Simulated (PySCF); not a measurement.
As$_{4}$, charge +1, doublet, geometry from GFN2-xTB (a state made from the parent by changing its charge; the spin is typed, not shown lowest); PySCF with DF-B3LYP/pcseg-1.

PySCF was given this input:
```python
from pyscf import gto, scf, dft

mol = gto.Mole()
mol.atom = '''
    As   -0.91408271    0.11757606   -1.17441154
    As    0.56448145    1.36964334    0.18453076
    As    0.91952912   -1.12533990   -0.34159932
    As   -0.56992786   -0.36187950    1.33148010
'''
mol.basis = 'pcseg-1'
mol.charge = 1
mol.spin = 1
mol.verbose = 4
mol.build()

mf = dft.ROKS(mol)
mf.xc = 'b3lyp'
mf = mf.density_fit(auxbasis='def2-universal-jkfit')
mf.kernel()
mf.analyze()
```

Q: Predict the main parts of the log of this PySCF run.

A: 
```
PySCF version 2.14.0

[INPUT] verbose = 4
[INPUT] num. atoms = 4
[INPUT] num. electrons = 131
[INPUT] charge = 1
[INPUT] spin (= nelec alpha-beta = 2S) = 1
[INPUT] symmetry False subgroup None
[INPUT] Mole.unit = angstrom
[INPUT] Symbol           X                Y                Z      unit          X                Y                Z       unit  Magmom
[...]
nuclear repulsion = 1421.7194859533
number of shells = 12
number of NR pGTOs = 328
number of NR cGTOs = 108
basis = pcseg-1
ecp = {}

******** <class 'pyscf.df.df_jk.DFROKS'> ********
method = DFROKS
initial guess = minao
damping factor = 0
level_shift factor = 0
DIIS = <class 'pyscf.scf.diis.CDIIS'>
diis_start_cycle = 1
diis_space = 8
diis_damp = 0
SCF conv_tol = 1e-09
SCF conv_tol_grad = None
SCF max_cycles = 50
direct_scf = False
num. doubly occ = 65  num. singly occ = 1
XC library pyscf.dft.libxc version 7.1.2
    S. Lehtola, C. Steigemann, M. J. T. Oliveira, and M. A. L. Marques,  SoftwareX 7, 1–5 (2018)
XC functionals = b3lyp
    P. J. Stephens, F. J. Devlin, C. F. Chabalowski, and M. J. Frisch,  J. Phys. Chem. 98, 11623 (1994)
radial grids:
    Treutler-Ahlrichs [JCP 102, 346 (1995); DOI:10.1063/1.469408] (M4) radial grids

becke partition: Becke, JCP 88, 2547 (1988); DOI:10.1063/1.454033
pruning grids: <function nwchem_prune>
grids dens level: 3
symmetrized grids: False
atomic radii adjust function: <function treutler_atomic_radii_adjust>
small_rho_cutoff = 0
Set gradient conv threshold to 3.16228e-05
tot grids = 81696
******** <class 'pyscf.df.df.DF'> ********
auxbasis = def2-universal-jkfit
init E= -8940.31097027106
[...]
cycle= 1 E= -8942.44578198804  delta_E= -2.13  |g|= 0.187  |ddm|= 2.24
[...]
cycle= 2 E= -8942.44797973029  delta_E= -0.0022  |g|= 0.163  |ddm|= 0.493
[...]
cycle= 3 E= -8942.45684886117  delta_E= -0.00887  |g|= 0.0198  |ddm|= 0.224
[...]
cycle= 4 E= -8942.45698918607  delta_E= -0.00014  |g|= 0.00233  |ddm|= 0.0247
[...]
cycle= 5 E= -8942.45699124859  delta_E= -2.06e-06  |g|= 0.000161  |ddm|= 0.0033
[...]
cycle= 6 E= -8942.45699126152  delta_E= -1.29e-08  |g|= 3.97e-05  |ddm|= 0.000414
[...]
cycle= 7 E= -8942.45699126182  delta_E= -3.02e-10  |g|= 3.51e-05  |ddm|= 8.4e-05
[...]
cycle= 8 E= -8942.4569912623  delta_E= -4.84e-10  |g|= 1.43e-05  |ddm|= 5.15e-05
[...]
Extra cycle  E= -8942.45699126186  delta_E= 4.37e-10  |g|= 3.43e-05  |ddm|= 5.23e-05
converged SCF energy = -8942.45699126186
**** SCF Summaries ****
Total Energy =                       -8942.456991261864459
Nuclear Repulsion Energy =            1421.719485953298317
One-electron Energy =               -15269.883990590555186
Two-electron Energy =                 4905.707513375393319
Two-electron Coulomb Energy =         5237.983262890598780
DFT Exchange-Correlation Energy =     -332.275749515205462
HOMO-LUMO gap [eV] =                     4.023179495880219
**** MO energy ****
                Roothaan           | alpha              | beta
[...]
 ** Mulliken pop on meta-lowdin orthogonal AOs  **
 ** Mulliken pop  **
 ** Mulliken atomic charges  **
charge of    0As =      0.25004
charge of    1As =      0.25000
charge of    2As =      0.24996
charge of    3As =      0.25000

WARN: System has nonzero charge 1; the dipole moment is origin-dependent.
Location of origin: [0. 0. 0.]

Dipole moment(X, Y, Z, Debye): -0.00049,  0.00028, -0.00020
```
